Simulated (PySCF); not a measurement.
Computed shifts of a molecule C₄H₁₀S, B3LYP/pcSseg-1 in PySCF, GIAO, gas phase, equivalent atoms averaged, in ppm (number of nuclei): ¹³C: 36.4 (1), 34.8 (1), 19.2 (1), 16.9 (1). ¹H: 3.02 (1), 2.70 (1), 2.53 (1), 2.35 (1), 1.52 (6). References: ¹³C against TMS (σ = 181.3 ppm); ³³S against H2S (σ = 695.8 ppm); ¹H against TMS (σ = 31.68 ppm), references at their B3LYP-D3(BJ)/def2-TZVP geometries, non-relativistic. The structure is a stationary point at PBE0-D3(BJ)/def2-SVP. The values are those of a single conformer.

**Question.** Which structure fits?
A. CCCSC
B. CC(C)(C)S
C. CCSCC
D. CC(C)CS

**Answer.** C, CCSCC
